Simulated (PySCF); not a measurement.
Electron correlation in Cl³⁺ (chlorine, charge +3)

[Ne] 3s2 3p2, high-spin 3P determinant. All numbers are calculated (PySCF 2.14, the spin-free X2C one-electron Hamiltonian (Gaussian nucleus), in dyall-acv3z (19s12p6d4f, 113 functions)). Frozen: [Ne]; 4 electrons correlated; the 22 highest virtual orbitals of each spin left out.

MP2 pair energies summed by pair of shells (mhartree):

```csv
pair,energy,share (%)
3s-3p,-47.84,63.2
3s-3s,-20.00,26.4
3p-3p,-7.82,10.3
```

Total MP2 correlation energy: -75.66 mhartree.

Same-spin part -12.31 and opposite-spin part -63.35 mhartree; SCS-MP2 scales them by 1/3 and 6/5 to -80.13 mhartree.
